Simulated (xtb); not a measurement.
C₂H₆F₂OSi, SMILES FC[SiH](O)CF. All values are semi-empirical tight-binding results from xtb (GFN2-xTB unless named), good for trends rather than for accurate numbers. Geometry: GFN2-xTB. Other conformers were not sampled.

* **point group as xtb finds it**: Cs
* **orbital gap**: 6.24 eV
* **dipole moment**: 2.65 D
* **zero-point energy**: 49.8 kcal/mol
* **G − E(el) at 298.15 K (modified RRHO)**: 28.2 kcal/mol
* **static polarisability (D4 model)**: 62.2 bohr³
* **solvation energy, GFN2-xTB/ALPB(water)**: -9.1 kcal/mol
* **solvation energy, GFN2-xTB/ALPB(benzene)**: -5.1 kcal/mol
